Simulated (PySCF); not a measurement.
**[Yb(NH3)3]2+ at several levels of theory**

Computed with PySCF 2.14.0 (density fitting, no spin-orbit coupling) at the geometry relaxed with PBE0:

```xyz
13
[Yb(NH3)3]2+ (singlet in the valence; each metal's 4f electrons, 14 of them, lie in its core potential, out of spins and levels)
Yb    0.0000    0.0000    0.0000
N     2.5693    0.0001    0.0000
H     3.0028   -0.4657    0.8066
H     3.0028   -0.4657   -0.8066
H     3.0028    0.9313    0.0000
N    -1.2847    2.2251    0.0000
H    -1.0981    2.8333    0.8066
H    -1.0981    2.8333   -0.8066
H    -2.3080    2.1349    0.0000
N    -1.2846   -2.2251    0.0000
H    -1.9047   -2.3676    0.8066
H    -1.9047   -2.3676   -0.8066
H    -0.6949   -3.0662    0.0000
```

| level | basis | state | HOMO (eV) | gap (eV) | charge on Yb1 (e) | population of f-type functions on Yb1 (polarisation alone where 4f lies in the core) | dipole about the centre of mass (D) | largest force component (eV/Å) |
| --- | --- | --- | --- | --- | --- | --- | --- | --- |
| PBE0 | Yb lcecp-0-SVP with ECP60, N def2-SVP, H def2-SVP | singlet | – | – | 1.24 | 0.00 | 0.00 | 0.01 |
| BP86 | the same | singlet | – | – | 1.15 | 0.00 | 0.00 | 0.48 |
| PBE | the same | singlet | – | – | 1.13 | 0.00 | 0.00 | 0.44 |
| M06-L | the same | singlet | – | – | 1.32 | 0.00 | 0.00 | 0.10 |
| PBE0 | Yb lcecp-0-TZVP with ECP60, N def2-TZVP, H def2-TZVP | singlet | – | – | 1.61 | 0.01 | 0.00 | 0.36 |

In the lcecp rows the 4f levels are missing from HOMO and gap, and the state counts the valence alone.

Charges are Mulliken's, which hang on the basis. The relaxation used the grid (50, 194), these runs (75, 302) or, all-electron (x2c bases, spin-free X2C Hamiltonian), (99, 590).

(1) What does TPSS with Yb lcecp-0-SVP with ECP60, N def2-SVP, H def2-SVP give here?

A frequency check found unstable modes (4, the lowest at -58 cm⁻¹), so the relaxed geometry is probably a saddle point. An lcecp potential fixes the number of 4f electrons, so in runs with it no electron can move into or out of that shell.

## Answers

(1) state singlet, charge on Yb1 (e) 1.19, population of f-type functions on Yb1 (polarisation alone where 4f lies in the core) 0.00, dipole about the centre of mass (D) 0.00, largest force component (eV/Å) 0.29. Time: 12 s on 2 threads of Arm Neoverse V1, on a shared host, from an already converged density.
